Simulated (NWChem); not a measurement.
**Total energies of BN**

```xyz
2

B      0.0000     0.0000     0.7682
N      0.0000     0.0000    -0.5487
```
Charge 0, spin multiplicity 3.

Everything below was run with NWChem. The geometry was optimised at UPBE0/def2-SVP, a minimum by its harmonic frequencies.

Basis set: cc-pVTZ (60 functions).

```json
[
 {"method": "UHF", "total energy (Ha)": "-79.01517"},
 {"method": "UMP2", "total energy (Ha)": "-79.23475"},
 {"method": "UB2PLYP", "total energy (Ha)": "-79.37433"},
 {"method": "UPBE", "total energy (Ha)": "-79.33413"},
 {"method": "UB3LYP", "total energy (Ha)": "-79.44239"},
 {"method": "UBP86", "total energy (Ha)": "-79.43333"}
]
```

Total energies of different functionals aren't comparable as a measure of quality: only differences taken within one method are. 

The correlated methods keep 2 core orbitals frozen. B3LYP has NWChem's definition, with VWN1-RPA local correlation. This spin state was chosen for the runs; another may lie lower. The structure started from a generated list of species. The unpaired electrons of the parent sit in orbitals of symmetry a1 and b1 (C2v labels of the run); other states weren't searched. No SCF solution was tested for a lower state. Open-shell Hartree-Fock references start from PBE0 orbitals.
